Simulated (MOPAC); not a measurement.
Input file for MOPAC: PM7 on ClFGeH2 (SMILES [F][GeH2][Cl]), a point of a bond scan (R = 2.350 Å).

```
PM7 1SCF PRECISE CHARGE=0 THREADS=1
ClFGeH2

Ge    -0.48721924 1    -0.28782149 1     0.04175761 1
F     -1.40956092 1     1.87402685 1     0.03174833 1
Cl     1.64415390 1    -0.04137166 1    -0.10759465 1
H     -0.82640627 1    -0.91124549 1     1.39620161 1
H     -0.99927659 1    -0.99707760 1    -1.21242615 1
```

It printed:

```
*******************************************************************************
 **                                                                           **
 **                              MOPAC v23.2.5                                **
 **                                                                           **
 *******************************************************************************
 ** MOPAC's Digital Object Identifier: https://doi.org/10.5281/zenodo.6511958 **
 **                                                                           **
 ** Please cite the open-source release paper for use of this MOPAC version:  **
 ** J. E. Moussa and J. J. P. Stewart (2026)                                  **
 ** MOPAC: An open-source semiempirical molecular orbital program             **
 ** J. Open Source Softw., 11(119), 8025, https://doi.org/10.21105/joss.08025 **
 *******************************************************************************

                              PM7 CALCULATION RESULTS

 *******************************************************************************
 *  PM7        - The PM7 Hamiltonian to be used
 *
 *
 *
 *                 CHARGE ON SYSTEM = 0
 *
 *
 *
 *  PRECISE    - TIGHTER CRITERIA TO BE USED
 *  1SCF       - DO 1 SCF AND THEN STOP
 *  THREADS=1  - MULTI-THREADING NOT USED
 *  T=         - A TIME OF 172800.0 SECONDS REQUESTED
 *  DUMP=N     - RESTART FILE WRITTEN EVERY 7200.0 SECONDS REQUESTED
 *******************************************************************************
PM7 1SCF PRECISE CHARGE=0 THREADS=1
 ClFGeH2

   ATOM   CHEMICAL          X               Y               Z
  NUMBER   SYMBOL      (ANGSTROMS)     (ANGSTROMS)     (ANGSTROMS)

     1      Ge         -0.48721924  *  -0.28782149  *   0.04175761  *
     2       F         -1.40956092  *   1.87402685  *   0.03174833  *
     3      Cl          1.64415390  *  -0.04137166  *  -0.10759465  *
     4       H         -0.82640627  *  -0.91124549  *   1.39620161  *
     5       H         -0.99927659  *  -0.99707760  *  -1.21242615  *



          CARTESIAN COORDINATES

    NO.       ATOM           X           Y           Z

     1        Ge         -0.4872     -0.2878      0.0418
     2         F         -1.4096      1.8740      0.0317
     3        Cl          1.6442     -0.0414     -0.1076
     4         H         -0.8264     -0.9112      1.3962
     5         H         -0.9993     -0.9971     -1.2124

 General Reference for PM7:
 "Optimization of Parameters for Semiempirical Methods VI: More Modifications to the
 NDDO Approximations and Re-optimization of Parameters", J. J. P. Stewart, J. Mol. Mod., 1:32, 19 (2013)
 https://link.springer.com/article/10.1007/s00894-012-1667-x

           Empirical Formula: H2 Ge F Cl  =     5 atoms



      MOLECULAR POINT GROUP   :   Cs


      RHF CALCULATION, NO. OF DOUBLY OCCUPIED LEVELS = 10


 -------------------------------------------------------------------------------
 PM7 1SCF PRECISE CHARGE=0 THREADS=1
 ClFGeH2



     1SCF WAS SPECIFIED, SO BFGS WAS NOT USED
     SCF FIELD WAS ACHIEVED


                              PM7 CALCULATION
                                                       MOPAC v23.2.5 Linux




          FINAL HEAT OF FORMATION =        -19.74492 KCAL/MOL =     -82.61273 KJ/MOL


          COSMO AREA              =        110.66 SQUARE ANGSTROMS
          COSMO VOLUME            =         97.35 CUBIC ANGSTROMS

          IONIZATION POTENTIAL    =         10.986619 EV
          HOMO LUMO ENERGIES (EV) =        -10.987 -2.108
          NO. OF FILLED LEVELS    =         10
          MOLECULAR WEIGHT        =        129.0572         POINT GROUP:  Cs

          MOLECULAR DIMENSIONS (Angstroms)

            Atom       Atom       Distance
           Cl     3    F     2     3.60740
            H     5    H     4     2.61576
            H     4    F     2     2.13618


          SCF CALCULATIONS        =          1





   ATOM   CHEMICAL          X               Y               Z
  NUMBER   SYMBOL      (ANGSTROMS)     (ANGSTROMS)     (ANGSTROMS)

     1      Ge         -0.48721924  *  -0.28782149  *   0.04175761  *
     2       F         -1.40956092  *   1.87402685  *   0.03174833  *
     3      Cl          1.64415390  *  -0.04137166  *  -0.10759465  *
     4       H         -0.82640627  *  -0.91124549  *   1.39620161  *
     5       H         -0.99927659  *  -0.99707760  *  -1.21242615  *

                             CARTESIAN COORDINATES

   1   Ge       -0.487219240    -0.287821490     0.041757610
   2    F       -1.409560920     1.874026850     0.031748330
   3   Cl        1.644153900    -0.041371660    -0.107594650
   4    H       -0.826406270    -0.911245490     1.396201610
   5    H       -0.999276590    -0.997077600    -1.212426150


           Empirical Formula: H2 Ge F Cl  =     5 atoms



      MOLECULAR POINT GROUP   :   Cs


                  EIGENVALUES
 -36.44852 -25.59008 -18.13532 -13.72739 -13.50842 -13.01794 -12.72006 -12.26565
 -11.31856 -10.98662  -2.10772  -2.04359   0.80331   1.50362  69.99017  70.06395
  70.11531  70.73150  70.73362


              NET ATOMIC CHARGES AND DIPOLE CONTRIBUTIONS

  ATOM NO.   TYPE          CHARGE      No. of ELECS.   s-Pop       p-Pop       d-Pop
    1         Ge           0.391507        3.6085     1.18380     2.42470
    2          F          -0.442850        7.4428     1.99113     5.45172
    3         Cl          -0.226779        7.2268     1.99442     5.22823     0.00412
    4          H           0.139060        0.8609     0.86094
    5          H           0.139061        0.8609     0.86094
 DIPOLE           X         Y         Z       TOTAL
 POINT-CHG.    -0.928    -5.757     0.251     5.837
 HYBRID         0.255     0.519    -0.034     0.579
 SUM           -0.673    -5.238     0.217     5.286


          ATOMIC ORBITAL ELECTRON POPULATIONS

     Atom    s        px        py        pz      x^2-y^2     xz        z^2       yz        xy
    1 Ge   1.18380   0.70686   0.64550   1.07233
    2  F   1.99113   1.90699   1.54689   1.99784
    3 Cl   1.99442   1.29519   1.94823   1.98481   0.00267   0.00015   0.00092   0.00002   0.00037
    4  H   0.86094
    5  H   0.86094

 **********************
 *                    *
 * JOB ENDED NORMALLY *
 *                    *
 **********************




 == MOPAC DONE ==
```

The run finished.

Cost: around 0.020 core-seconds (rough).
